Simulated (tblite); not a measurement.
Compound: 2-(methylthio)pyridine, C6H7NS.
Atom-mapped SMILES: `[CH3:1][S:2][c:3]1[cH:4][cH:5][cH:6][cH:7][n:8]1` (hydrogens: H9, H10, H11 on C1; H12 on C4; H13 on C5; H14 on C6; H15 on C7)

Computed with GFN2-xTB (tblite), gas phase: Langevin dynamics at 400 K from the optimised GFN2-xTB geometry, time step 0.5 fs, friction 0.01 fs⁻¹, 2000 steps. The instantaneous temperature is 2·E(kin)/(3Nk) with all 3N coordinates.

```
t (fs)  T (K)  E(pot) above start (eV)  C1–S2 (Å)  S2–C3 (Å)  C3–C4 (Å)  C4–C5 (Å)  C5–C6 (Å)  C1–H9 (Å)  C1–S2–C3–C4 (°)
     0    319                    0.000      1.812      1.756      1.396      1.379      1.391      1.085              180
    25    198                    0.455      1.796      1.814      1.334      1.375      1.396      1.082             -179
    50    380                    0.346      1.816      1.778      1.376      1.393      1.388      1.067              180
    75    268                    0.645      1.771      1.791      1.436      1.417      1.378      1.085             -170
   100    322                    0.595      1.834      1.722      1.423      1.411      1.371      1.079              177
   125    321                    0.692      1.789      1.747      1.403      1.382      1.364      1.129              177
   150    369                    0.583      1.820      1.780      1.374      1.359      1.372      1.106              180
   175    323                    0.501      1.791      1.781      1.357      1.363      1.398      1.058             -172
   200    363                    0.605      1.819      1.779      1.372      1.375      1.432      1.086              178
   225    360                    0.685      1.808      1.728      1.399      1.423      1.443      1.104             -158
   250    416                    0.609      1.860      1.756      1.423      1.446      1.400      1.087             -163
   275    406                    0.710      1.833      1.859      1.427      1.422      1.359      1.041             -165
   300    366                    0.725      1.796      1.732      1.375      1.395      1.354      1.108             -174
   325    363                    0.750      1.911      1.752      1.360      1.358      1.379      1.137             -167
   350    508                    0.581      1.753      1.748      1.357      1.378      1.445      1.069             -171
   375    421                    0.750      1.903      1.737      1.374      1.410      1.423      1.071             -167
   400    494                    0.914      1.741      1.802      1.344      1.428      1.347      1.148             -169
   425    648                    0.650      1.852      1.768      1.371      1.359      1.347      1.117             -159
   450    528                    0.745      1.784      1.822      1.401      1.334      1.394      1.049             -172
   475    585                    0.785      1.865      1.785      1.410      1.373      1.420      1.096             -175
   500    532                    0.921      1.787      1.785      1.425      1.376      1.439      1.112             -175
   525    445                    1.160      1.818      1.696      1.395      1.367      1.438      1.068             -166
   550    428                    0.992      1.844      1.788      1.415      1.390      1.454      1.053              175
   575    553                    0.855      1.781      1.814      1.477      1.349      1.409      1.126             -175
   600    570                    0.984      1.847      1.725      1.465      1.338      1.373      1.102             -178
   625    482                    1.112      1.820      1.802      1.415      1.330      1.389      1.089             -176
   650    647                    0.826      1.840      1.764      1.412      1.364      1.479      1.126             -173
   675    466                    1.292      1.809      1.650      1.435      1.364      1.472      1.067             -177
   700    550                    0.897      1.770      1.777      1.447      1.333      1.457      1.078              172
   725    410                    0.821      1.822      1.820      1.400      1.307      1.417      1.079             -178
   750    536                    0.646      1.815      1.761      1.400      1.317      1.371      1.097              179
   775    525                    0.635      1.773      1.822      1.454      1.345      1.383      1.101              176
   800    411                    0.795      1.850      1.782      1.483      1.357      1.400      1.114              180
   825    491                    0.567      1.743      1.710      1.411      1.379      1.397      1.093             -178
   850    360                    0.747      1.881      1.762      1.375      1.389      1.385      1.046             -174
   875    404                    0.668      1.758      1.773      1.367      1.379      1.407      1.132             -167
   900    374                    0.557      1.858      1.723      1.386      1.355      1.388      1.079             -175
   925    332                    0.631      1.717      1.773      1.378      1.371      1.382      1.056             -174
   950    409                    0.484      1.889      1.818      1.377      1.393      1.391      1.065             -177
   975    367                    0.421      1.773      1.737      1.382      1.427      1.366      1.104             -174
  1000    314                    0.703      1.873      1.742      1.394      1.444      1.363      1.085             -175
```

Task: From 500 fs on, how do temperature and potential energy compare with equipartition?

Result: The mean temperature of these 21 frames is 458 K against the target 400 K, and the mean potential energy 0.80 eV against 39 × kT/2 = 0.67 eV for 39 classical harmonic modes. For 15 atoms in a canonical ensemble the temperature itself scatters by T·√(2/(3N)) = 84 K; here its standard deviation is 86 K. The whole run lasts only 10 friction times of 100 fs, so these averages carry a wide statistical error.

Task: What are the kinetic and total energies of the listed frame with the highest potential energy?

Result: The one at 675 fs, 1.292 eV above the start. Its kinetic energy is 3NkT/2 = 0.904 eV at 466 K, so the sum is 2.20 eV; over the listed frames the sum runs from 0.62 to 2.20 eV, since the thermostat adds and removes energy.

Task: How much do the listed bonds fluctuate from 500 fs on?

Result: 
```json
{"bond": "C1–S2", "at the start (Å)": "1.812", "mean (Å)": "1.813", "standard deviation (Å)": "0.046"}
{"bond": "S2–C3", "at the start (Å)": "1.756", "mean (Å)": "1.763", "standard deviation (Å)": "0.044"}
{"bond": "C3–C4", "at the start (Å)": "1.396", "mean (Å)": "1.414", "standard deviation (Å)": "0.034"}
{"bond": "C4–C5", "at the start (Å)": "1.379", "mean (Å)": "1.365", "standard deviation (Å)": "0.032"}
{"bond": "C5–C6", "at the start (Å)": "1.391", "mean (Å)": "1.408", "standard deviation (Å)": "0.035"}
{"bond": "C1–H9", "at the start (Å)": "1.085", "mean (Å)": "1.089", "standard deviation (Å)": "0.024"}
```

The motion is classical and holds no zero-point motion.

What follows is the cost of the whole dynamics run. The run took 9.7 s on Arm Neoverse V2, one thread, shared host with 48 logical CPUs at a one-minute load of 11, and the process peaked at 0.18 GiB of memory.
